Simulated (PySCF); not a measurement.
Ge(Me)(OH)3 (CH6GeO3), SMILES [Ge]([OH])([CH3])([OH])[OH].

Geometry optimised at PBE-D3(BJ)/def2-SVP. The values are those of a single conformer.

Computed with PBE/def2-TZVP (PySCF).

Computed frontier levels, gap, dipole moment and polarisability:
```json
{
  "highest_occupied_level": "-6.90 eV",
  "lowest_empty_level": "-0.84 eV",
  "orbital_gap": "6.07 eV",
  "dipole_moment": "0.42 D",
  "quadrupole, principal values (traceless, Buckingham form, about the centre of nuclear charge)": "-4.59, -4.59, 9.19 D·Å",
  "mean_static_polarisability": "53.1 bohr³ (7.86 Å³)",
  "polarisability_principal_values": "50.6, 50.6, 58.0 bohr³"
}
```
